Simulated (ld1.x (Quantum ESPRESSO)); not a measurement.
**Configuration tests for Tc (Z = 43) (TM)**

ld1.x (Quantum ESPRESSO) 7.5 input, shortened:

```
&input
   title='Tc', zed=43., rel=1, dft='PBE', iswitch=3,
   config='[Kr] 4d5 5s2 5p0'
 /
 &inputp
   pseudotype=2, tm=.true., lloc=2,
   nlcc=.false.
 /
3
4S  1  0   2.00   0.00  1.45  1.45  0.0
4P  2  1   6.00   0.00  1.05  1.05  0.0
4D  3  2   5.00   0.00  1.35  1.35  0.0
 &test
   configts(1)='4s2 4p6 4d5 5s2 5p0'
 /
```

Occupied shells without a wave of their own: 5s. They enter only through the test configuration that unscreens the potential.

Energies are relative to the spin-unpolarised reference configuration 4s2 4p6 4d5 5s2 5p0; without spin polarisation the order of configurations can differ from experiment. The frozen-core shift is the all-electron ΔE with the core orbitals held at their reference shape minus the fully relaxed ΔE.

Problem. Give the all-electron excitation energy and the error of the potential for: 4s2 4p6 4d5 5s1 5p0; 4s2 4p6 4d5 5s0 5p0; 4s2 4p6 4d4 5s0 5p0; 4s2 4p6 4d5.5 5s1.5 5p0; 4s2 4p6 4d5 5s0 5p2; 4s2 4p6 4d3 5s0 5p0; 4s2 4p5 4d5 5s2 5p0.

Solution.

```json
{"valence configuration": "4s2 4p6 4d5 5s1 5p0", "charge": "+1", "ΔE all-electron (eV)": "8.153", "error AE − PS (meV)": "-173", "frozen-core shift (meV)": "+1.4"}
{"valence configuration": "4s2 4p6 4d5 5s0 5p0", "charge": "+2", "ΔE all-electron (eV)": "23.004", "error AE − PS (meV)": "-438", "frozen-core shift (meV)": "+3.4"}
{"valence configuration": "4s2 4p6 4d4 5s0 5p0", "charge": "+3", "ΔE all-electron (eV)": "51.710", "error AE − PS (meV)": "-636", "frozen-core shift (meV)": "+2.4"}
{"valence configuration": "4s2 4p6 4d5.5 5s1.5 5p0", "charge": "0", "ΔE all-electron (eV)": "-0.634", "error AE − PS (meV)": "-58", "frozen-core shift (meV)": "+1.8"}
{"valence configuration": "4s2 4p6 4d5 5s0 5p2", "charge": "0", "ΔE all-electron (eV)": "7.711", "error AE − PS (meV)": "-301", "frozen-core shift (meV)": "+1.0"}
{"valence configuration": "4s2 4p6 4d3 5s0 5p0", "charge": "+4", "ΔE all-electron (eV)": "93.745", "error AE − PS (meV)": "-859", "frozen-core shift (meV)": "+5.7"}
{"valence configuration": "4s2 4p5 4d5 5s2 5p0", "charge": "+1", "ΔE all-electron (eV)": "51.497", "error AE − PS (meV)": "+8.9", "frozen-core shift (meV)": "+20"}
```

The 5s level has no wave, so the channel is fitted at the deeper level alone: the likely source of the large errors.
